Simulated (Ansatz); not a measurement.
Consider the cleavage of the Si–Ga bond: `F[SiH](S)[GaH2]` + HI → `F[SiH](S)I` + `[GaH3]`.

Computed with Ansatz on PBE0-D4/def2-TZVP structures; ΔE is electronic, products minus reactants. CCSD(T)/CBS is the MP2 limit (def2-TZVPP, def2-QZVPP) plus CCSD(T) − MP2 in def2-TZVPP, frozen cores. Functionals use def2-TZVPP. B3LYP here is the variant with VWN-RPA as its local correlation; programs differ in this. def2 core potentials past Kr. For Ga, I outer-core shells are correlated without core-valence functions, which leaves a few kJ/mol of doubt a bond. Scalar relativity is left out up to krypton. One conformer a species, not always the lowest.

```json
{"level": "CAM-B3LYP-D4", "ΔE (kJ/mol)": "-68.3"}
{"level": "B3LYP", "ΔE (kJ/mol)": "-63.6"}
```

Q: What does CCSD(T)/CBS give? (Best estimate.)

A: The calculation gave: -72.1 kJ/mol. The listed levels differ from it by 3.8, 8.5 kJ/mol.

Largest T1 diagnostic among the species: 0.013.

From BLYP to BHLYP (50 % exact exchange), in def2-TZVPP and without D4, ΔE moves by −13.7 kJ/mol. Leaving LDA and LC-ωPBE aside and taking each functional with its dispersion term where it has one, the values, not all of them listed here, spread over 14.6 kJ/mol, from PBE-QIDH to PBE-D4. At CCSD(T), def2-SVP lies +9.2 kJ/mol from the extrapolated value and def2-TZVPP +6.0 kJ/mol.

CCSD(T)/CBS has its own doubt, a few kJ/mol and more with outer-core shells, so smaller differences from it don't rank the levels.
